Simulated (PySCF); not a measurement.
Job file and geometry (Å, from GFN2-xTB) of an NMR shielding run on SMILES C=C[C@@](C=O)(C[SiH3])C(=C)C, C$_{8}$H$_{14}$OSi, PySCF 2.14.0, density-fitted response routines, GIAO PBE0/pcSseg-1 NMR shielding, non-relativistic, gas phase; density fitting, a coarse starting grid and PySCF grid level 2 are the driver's defaults:

```
$ OMP_NUM_THREADS=1 python probes_run.py task.json out

{"job": {"kind": "nmr", "xc": "PBE0", "basis": "pcSseg-1"}, "charge": 0, "multiplicity": 1}
C     -0.441542     2.258457     0.250156
C      0.109135     1.335751    -0.515239
C      0.086957    -0.139343    -0.204072
C      0.565529    -0.949365    -1.390392
O      0.973057    -0.519736    -2.431591
C      1.073318    -0.436696     0.939691
Si     2.863732     0.126081     0.600419
C     -1.337636    -0.596588     0.085426
C     -1.732563    -1.144714     1.222258
C     -2.286579    -0.378175    -1.056205
H     -0.974075     2.005949     1.153396
H     -0.388834     3.305228     0.003864
H      0.631238     1.600764    -1.424777
H      0.519768    -2.041297    -1.199433
H      1.063611    -1.509322     1.145580
H      0.708425     0.065555     1.836690
H      3.374871    -0.512015    -0.610335
H      2.921959     1.581598     0.486488
H      3.658849    -0.310229     1.751086
H     -1.079703    -1.319421     2.058273
H     -2.758213    -1.442727     1.362985
H     -2.314859     0.675798    -1.329265
H     -1.957675    -0.934617    -1.934098
H     -3.290506    -0.701173    -0.793349
```

Question: What does the program print?

Answer: 
```
coarse grid: 20080 points
cycle   1  E = -677.0641717148  dE =  1.217e+00  |g| = 8.245e-01  |ddm| = 4.465e+00
cycle   2  E = -676.7170643419  dE =  3.471e-01  |g| = 1.585e+00  |ddm| = 2.312e+00
cycle   3  E = -677.1982551694  dE = -4.812e-01  |g| = 2.116e-01  |ddm| = 1.801e+00
cycle   4  E = -677.2083254900  dE = -1.007e-02  |g| = 6.217e-02  |ddm| = 2.848e-01
cycle   5  E = -677.2091407105  dE = -8.152e-04  |g| = 2.463e-02  |ddm| = 9.329e-02
cycle   6  E = -677.2092749975  dE = -1.343e-04  |g| = 6.926e-03  |ddm| = 2.521e-02
cycle   7  E = -677.2092856110  dE = -1.061e-05  |g| = 2.425e-03  |ddm| = 8.166e-03
cycle   8  E = -677.2092869696  dE = -1.359e-06  |g| = 5.239e-04  |ddm| = 3.249e-03
final grid: 188008 points
cycle   9  E = -677.2817975840  dE = -5.989e-05  |g| = 1.286e-02  |ddm| = 6.005e-02
cycle  10  E = -677.2817256807  dE =  7.190e-05  |g| = 2.309e-02  |ddm| = 3.310e-02
cycle  11  E = -677.2818315980  dE = -1.059e-04  |g| = 3.403e-03  |ddm| = 2.315e-02
cycle  12  E = -677.2818340120  dE = -2.414e-06  |g| = 3.169e-04  |ddm| = 2.869e-03
cycle  13  E = -677.2818340277  dE = -1.570e-08  |g| = 2.061e-04  |ddm| = 6.454e-04
cycle  14  E = -677.2818340379  dE = -1.019e-08  |g| = 5.717e-05  |ddm| = 2.776e-04
cycle  15  E = -677.2818340386  dE = -7.301e-10  |g| = 1.910e-05  |ddm| = 7.294e-05
converged SCF energy = -677.2818340386

GIAO shielding tensors (ppm)
atom      isotropic    diamagn.    paramagn.     s11        s22        s33       span
  0 C       62.320     256.817    -194.496    -57.747     72.859    171.849    229.597
  1 C       38.852     258.314    -219.462    -89.682     37.563    168.676    258.357
  2 C      125.315     252.776    -127.460     90.464    138.854    146.628     56.164
  3 C      -21.185     251.956    -273.141   -118.963    -27.051     82.461    201.424
  4 O     -333.698     401.594    -735.292   -920.844   -452.687    372.436   1293.281
  5 C      168.764     252.605     -83.841    151.922    170.131    184.239     32.317
  6 Si     427.189     880.262    -453.074    407.675    410.575    463.316     55.641
  7 C       30.016     262.572    -232.556    -88.334     23.788    154.595    242.929
  8 C       67.409     254.380    -186.971    -37.996     82.323    157.899    195.895
  9 C      161.636     246.828     -85.192    144.535    154.369    186.003     41.468
 10 H       26.187      34.295      -8.108     21.908     25.048     31.604      9.697
 11 H       25.925      30.237      -4.312     23.089     25.090     29.596      6.507
 12 H       24.433      34.829     -10.396     22.044     24.510     26.746      4.702
 13 H       22.426      31.854      -9.427     19.271     21.901     26.107      6.836
 14 H       30.543      34.278      -3.735     24.982     30.084     36.564     11.582
 15 H       30.564      34.648      -4.084     26.518     29.975     35.199      8.681
 16 H       28.125      29.256      -1.131     24.152     27.389     32.833      8.681
 17 H       27.832      29.336      -1.504     23.743     27.489     32.264      8.521
 18 H       28.050      28.637      -0.588     24.257     25.756     34.135      9.878
 19 H       26.135      34.561      -8.426     23.421     24.136     30.847      7.425
 20 H       26.110      31.114      -5.004     23.869     24.687     29.775      5.906
 21 H       29.439      30.191      -0.752     24.159     30.761     33.397      9.238
 22 H       30.316      29.641       0.675     25.613     29.759     35.576      9.963
 23 H       30.054      29.497       0.557     25.509     28.609     36.043     10.534
```

Question: Turn these shieldings into chemical shifts. Chemical shifts δ = σref − σ; TMS for 13C (σref 186.93) and 29Si (σref 349.16) and 1H (σref 31.72); H2O for 17O (σref 336.08), all at this level.

Answer: Averaging equivalent atoms: C 3: 208.1; C 7: 156.9; C 1: 148.1; C 0: 124.6; C 8: 119.5; C 2: 61.6; C 9: 25.3; C 5: 18.2; O 4: 669.8; Si 6: -78.0; H 13: 9.29; H 12: 7.28; H 11: 5.79; H 20: 5.61; H 19: 5.58; H 10: 5.53; H 16/17/18: 3.71; H 21/22/23: 1.78; H 14: 1.17; H 15: 1.15 ppm. Unscaled 17O shifts of doubly bonded oxygen tend to come out too high, by tens of ppm or more. Experimental scales use liquid or dissolved standards, which lie at an offset from isolated H2O (liquid H2O: subtract about 36 ppm).

Size and cost of the density-fitted run: 247 basis functions, 2 min wall time on 1 thread of an Arm Neoverse N1, shared host; peak memory 1.2 GiB.
